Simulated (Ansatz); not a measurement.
Ways to break one bond of [SiH3]N[SiH2]O[SiH3]:

A. [SiH3]N[SiH2]O[SiH3] -> [SiH3]N[SiH]O[SiH3] + H atom
B. [SiH3]N[SiH2]O[SiH3] → [SiH2]N[SiH2]O[SiH3] + H atom
C. [SiH3]N[SiH2]O[SiH3] -> [SiH3][N][SiH2]O[SiH3] + H atom
D. [SiH3]N[SiH2]O[SiH3] -> [SiH2]O[SiH2]N[SiH3] + H atom

Quantity: bond dissociation energy (electronic energy difference), kJ/mol. Structures are relaxed separately at B3LYP-D3(BJ)/def2-TZVP in Ansatz (a first-principles code), one conformer each, not searched for the lowest. Valence correlation only, unless marked. Open shells are spin-unrestricted. Spin-orbit coupling is left out. Non-relativistic. CBS(X,Y): correlation extrapolated as X^-3; Hartree-Fock from the larger set.

Question: Rank them by bond dissociation energy at CCSD(T)/CBS(cc-pV(T+d)Z,cc-pV(Q+d)Z) (Ansatz), lowest first.

Answer: B (403.2 kJ/mol), D (409.7 kJ/mol), A (418.1 kJ/mol), C (494.2 kJ/mol)
